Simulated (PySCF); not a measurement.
C₃H₉NOSi, SMILES C(/C)=C\[Si@@H](N)O. Atoms are numbered in the order given.

```xyz
15

C      3.0672    -0.4753    -0.4278
C      1.5654    -0.4648    -0.4058
C      0.7953     0.0601     0.5590
Si    -1.0626     0.0261     0.4498
N     -1.6293     1.6500     0.4212
O     -1.5030    -0.8167    -0.9362
H      3.4476     0.0474    -1.3218
H      3.4897     0.0087     0.4658
H      3.4501    -1.5087    -0.4800
H      1.0679    -0.9288    -1.2696
H      1.2900     0.5296     1.4216
H     -1.6878    -0.6636     1.6191
H     -2.6235     1.8513     0.4421
H     -1.1302     2.3347    -0.1371
H     -1.5652    -1.7729    -0.8485
```

Geometry optimised at ωB97X-D3(BJ)/def2-SVP. The structure was generated by enumeration; whether it is a known compound was not checked. The values are those of a single conformer.

Computed with PBE/def2-TZVP (PySCF).

```json
{
  "total_energy": "-538.91912 hartree",
  "highest_occupied_level": "-6.04 eV",
  "lowest_empty_level": "-1.14 eV",
  "orbital_gap": "4.90 eV",
  "dipole_moment": "0.73 D",
  "quadrupole, principal values (traceless, Buckingham form, about the centre of nuclear charge)": "-8.09, 2.35, 5.74 D·Å",
  "mean_static_polarisability": "76.6 bohr³ (11.35 Å³)",
  "polarisability_principal_values": "61.6, 68.6, 99.6 bohr³"
}
```
